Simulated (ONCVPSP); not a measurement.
**Reading a pseudo-wave (chlorine (Cl))**

Columns: radius, all-electron u(r) and pseudo u(r) of the 3p shell (level -8.60 eV) of chlorine in the configuration [Ne] 3s2 3p5; PBE, scalar-relativistic, ONCV scheme, ONCVPSP 4.0.1.

| r (bohr) | all-electron | pseudo |
| --- | --- | --- |
| 0.070 | -0.1211 | 0.0046 |
| 0.140 | -0.2746 | 0.0184 |
| 0.210 | -0.3524 | 0.0412 |
| 0.280 | -0.3494 | 0.0728 |
| 0.350 | -0.2870 | 0.1125 |
| 0.420 | -0.1876 | 0.1594 |
| 0.490 | -0.0695 | 0.2125 |
| 0.560 | 0.0542 | 0.2705 |
| 0.630 | 0.1749 | 0.3321 |
| 0.700 | 0.2872 | 0.3953 |
| 0.770 | 0.3883 | 0.4581 |
| 0.840 | 0.4768 | 0.5187 |
| 0.910 | 0.5527 | 0.5753 |
| 0.980 | 0.6161 | 0.6266 |
| 1.050 | 0.6675 | 0.6713 |
| 1.120 | 0.7075 | 0.7084 |
| 1.190 | 0.7372 | 0.7373 |
| 1.260 | 0.7578 | 0.7578 |
| 1.330 | 0.7704 | 0.7704 |
| 1.400 | 0.7759 | 0.7759 |
| 1.470 | 0.7756 | 0.7755 |
| 1.540 | 0.7702 | 0.7702 |
| 1.610 | 0.7607 | 0.7607 |
| 1.680 | 0.7478 | 0.7477 |
| 1.750 | 0.7320 | 0.7320 |
| 1.820 | 0.7142 | 0.7141 |

(1) How many radial nodes do the two functions have?

(2) At about which radius was the pseudo-wave matched?

(3) Is the pseudo-wave norm-conserving?

Results:

(1) The all-electron 3p function has n − l − 1 = 1; the pseudo-wave has 0, since the states of the same l below it are removed with the core.

(2) 1.40 bohr. The columns agree to 0.0005 from 1.19 bohr on; several derivatives are matched, so the curves merge somewhat inside the radius.

(3) Yes: the ONCV scheme keeps the norm inside the radius equal to the all-electron one, which fixes the energy derivative of the logarithmic derivative at the level.
